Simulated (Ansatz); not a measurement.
Two structures, one formula

The two ends of one reaction step of GeSiH$_{8}$, closed shell (PBE0-D4/def2-TZVP).

A:

Ge1  (-0.373, 0.505, -1.334)
Si2  (0.996, -0.810, 0.098)
H3  (-1.084, -0.385, -2.368)
H4  (-1.445, 1.259, -0.530)
H5  (0.477, 1.540, -2.091)
H6  (-1.055, 0.376, 2.768)
H7  (-1.394, 0.794, 2.250)
H8  (1.682, 0.057, 1.092)
H9  (0.171, -1.813, 0.821)
H10  (2.024, -1.523, -0.706)
(Å)

B:

```xyz
10
angstrom
Ge 0.3722 0.4060 -1.9838
Si 1.3674 -0.7149 -0.3715
H -0.9186 -0.1536 -2.5944
H -1.9632 0.9673 0.6191
H 0.3393 1.9378 -1.9169
H -0.3160 -0.7727 3.1486
H -2.5797 1.2342 0.9466
H 2.6242 -0.1600 0.1885
H -0.3274 -0.5494 2.4354
H 1.4016 -2.1947 -0.4716
```

Computed with Ansatz 0.2.0 (basis: def2-TZVPP); correlated methods freeze the cores. Filled d shells of the heavier atoms are correlated. The def2 sets are not built for correlating such inner shells, so the correlated values are less sure here. B3LYP uses VWN-RPA correlation.

(1) Which structure is lower at CCSD(T), and by how much? (An estimate is asked for; the value comes from the calculation.)

The T1 diagnostic stays at or below 0.015. The restricted Hartree–Fock reference is unstable towards an unrestricted one at one or more of these structures. A large double-excitation amplitude points to some diradical character; no triplet was computed.

## Answers

(1) By the calculation: A, by 2.054 eV (electronic energy, against the other). By their contacts, A is a complex of GeSiH₆ ([SiH3][GeH3]) + H₂ and B is a complex of GeSiH₄ ([SiH2][GeH2]) + H₂ + H₂.

All methods give the same order:

| method | E(B) − E(A) (eV) |
| --- | --- |
| SPW92 | 2.076 |
| PBE-D4 | 1.886 |
| BLYP-D4 | 1.788 |
| r2SCAN-D4 | 2.056 |
| B97M-V | 2.087 |
| PBE0-D4 | 2.115 |
| B3LYP-D4 | 1.997 |
| r2SCAN0-D4 | 2.199 |
| BHLYP-D4 | 2.257 |
| CAM-B3LYP-D4 | 2.233 |
| wB97X-V | 2.351 |
| wB97M-V | 2.179 |
| B2PLYP | 2.056 |
| PBE-QIDH | 2.251 |
| RPA on PBE | 2.010 |
| HF | 2.484 |
| MP2 | 2.131 |
| CCSD | 2.167 |
| CCSD(T) | 2.054 |

Labels in which every atom is bracketed show which atoms are joined, not bond orders.

For scale, one of the runs: CCSD(T)/def2-TZVPP, 202 basis functions, launched by `ansatz run in.yaml --threads 4 --pin off --events-out ev --progress --plain --max-ram 9574MiB`. Time: 53 s of wall clock on 4 CPU threads of an AMD EPYC; the host was shared. Peak host memory: 2.4 GiB.
